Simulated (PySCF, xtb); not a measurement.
C₂H₇GaO, SMILES [GaH2][O]CC. The values are those of a single conformer.

Harmonic wavenumbers (cm⁻¹) from GFN2-xTB (xtb) at its own minimum, in rising order: 65, 79, 160, 257, 392, 410, 432, 479, 689, 834, 951, 1091, 1125, 1144, 1249, 1325, 1392, 1471, 1479, 1483, 1659, 1774, 2892, 2909, 3001, 3004, 3037.

Task: What does PySCF with PBE-D3(BJ)/def2-SVP give at its own minimum? (The exact figures need the calculation; the answer reports its results.)

Result: 65, 156, 197, 307, 402, 531, 570, 578, 703, 772, 889, 1066, 1119, 1143, 1258, 1325, 1357, 1407, 1414, 1436, 1923, 1959, 2917, 2950, 2963, 3052, 3058. Paired by order, the mean absolute difference is 57 cm⁻¹ and the zero-point energies are 49.7 and 50.8 kcal/mol.
